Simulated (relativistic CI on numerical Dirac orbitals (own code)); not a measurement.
## Se V: sensitivity of the levels to the model

Base calculation: Dirac-Coulomb-Breit CI, orbitals from a KLI potential per configuration, QED by a radiative potential, valence Slater integrals scaled by 0.85, P86 correlation energy added to each configuration.

Configuration list (outside the closed core [Ar]): 3d¹⁰4s², 3d¹⁰4s4p, 3d¹⁰4p², 3d¹⁰4s4d, 3d¹⁰4s4f, 3d¹⁰4d², 3d¹⁰4p4d, 3d¹⁰4s5s, 3d¹⁰4s5p, 3d¹⁰4f², 3d¹⁰4p4f, 3d¹⁰4s5d, 3d¹⁰4s6s, 3d¹⁰4s6p, 3d¹⁰4p5s, 3d¹⁰4s5f, 3d¹⁰4s5g, 3d¹⁰4s6d, 3d¹⁰4s7s, 3d¹⁰4s7p, 3d⁹4s4p², 3d¹⁰4s7d, 3d¹⁰4d4f, 3d⁸4s²4p², 3d⁹4s²4p, 3d¹⁰4d5s, 3d⁹4s4p4d, 3d¹⁰5s². Levels of other configurations are missing.

The lowest level and the first level of each name with at least 55 % of one term (blank where a level has no safe partner in the second run):

```tsv
Level	Base (cm⁻¹)	Shift (cm⁻¹)
3d¹⁰4s² ¹S0	0	0
3d¹⁰4s4p ³P°0	86733	+53
3d¹⁰4s4p ³P°1	88268	+28
3d¹⁰4s4p ³P°2	91704	+21
3d¹⁰4s4p ¹P°1	129065	-4092
3d¹⁰4p² ³P0	209552	-560
3d¹⁰4p² ¹D2	210541	+293
3d¹⁰4p² ³P1	211718	-486
3d¹⁰4p² ³P2	215959	-249
3d¹⁰4p² ¹S0	245923	-4295
3d¹⁰4s4d ³D1	254784	-861
3d¹⁰4s4d ³D2	254984	-862
3d¹⁰4s4d ³D3	255292	-864
3d¹⁰4s4d ¹D2	277245	-3929
3d¹⁰4s5s ³S1	285130	-1187
3d¹⁰4s5s ¹S0	293487	-2206
3d¹⁰4s5p ³P°0	323230	-1179
3d¹⁰4s5p ³P°1	323623	-1188
3d¹⁰4s5p ³P°2	324834	-1183
3d¹⁰4s5p ¹P°1	327463	-1290
3d¹⁰4p4d ³F°2	349228	+683
3d¹⁰4p4d ³F°3	350852	+691
```

At this charge configurations can still be misplaced by up to about 7 % of their energy. 42 of the 45 excited levels that our extract of the measured tables holds in this range could be paired (the sources list more); they are missed by 2880 cm⁻¹ on average and 4904 at most, and levels without a partner can miss by more.

(1) One thing was changed in a second run, which moved the levels as shown. Which?
A. configuration mixing switched off
B. valence Slater integrals scaled by 0.75
C. QED terms removed
D. Breit term removed

Results:

(1) B. Valence Slater integrals scaled by 0.75. Scaling acts on the splittings between terms and on the mixing, and leaves the fine structure of pure LS terms nearly alone; in jj coupling it moves the levels of one term differently.

LS names give the leading component of a level, which can be under half, so a name can repeat, a term be missing and a line seem to break the LS rules.
